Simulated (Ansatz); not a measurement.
Molecule: ZrH (charge 0, doublet). The spin state was set by rule; other spins were not relaxed. 
Structure (B3LYP-D3(BJ)/def2-TZVP (Ansatz, an electronic-structure program) minimum search):
SMILES: [ZrH]
```xyz
2

Zr     0.0000     0.0000    -0.0447
H      0.0000     0.0000     1.7889
```
Charge 0, spin multiplicity 2.

Wanted: atomisation energy (electronic, to ground-state atoms), in kJ/mol. Cores are frozen in the correlated levels unless marked. Open shells are spin-unrestricted. Spin-orbit coupling is left out. The frozen core is the preceding noble-gas configuration, with the filled d and f shells of earlier blocks. Past Kr the def2 sets carry scalar-relativistic core potentials. 

```json
[
 {"level": "RI-HF/def2-TZVPP", "program": "Ansatz", "atomisation energy (kJ/mol)": "165.2"},
 {"level": "PBE/def2-TZVPD", "program": "Ansatz", "atomisation energy (kJ/mol)": "266.8"},
 {"level": "r2SCAN/def2-TZVPD", "program": "Ansatz", "atomisation energy (kJ/mol)": "267.3"},
 {"level": "PBE0-D4/def2-TZVP", "program": "Ansatz + dftd4", "atomisation energy (kJ/mol)": "258.6"},
 {"level": "PBE0/def2-TZVP", "program": "Ansatz", "atomisation energy (kJ/mol)": "256.4"},
 {"level": "B2PLYP/def2-TZVPD", "program": "Ansatz", "atomisation energy (kJ/mol)": "236.0"},
 {"level": "RPA@PBE/def2-QZVPP", "program": "Ansatz", "atomisation energy (kJ/mol)": "248.6"},
 {"level": "CCSD/def2-TZVPP", "program": "Ansatz", "atomisation energy (kJ/mol)": "231.9"},
 {"level": "CCSDT(Q)/def2-SVP", "program": "Ansatz", "atomisation energy (kJ/mol)": "222.8"}
]
```

The UHF reference is spin-contaminated (<S^2> 0.74 over the pure value in the largest basis). The Hartree-Fock reference is unstable (checked in the largest basis), which strains HF and MP2. The T1 diagnostic of CCSD in the largest basis is 0.121, which is high, so the coupled-cluster rows are less sure than usual.
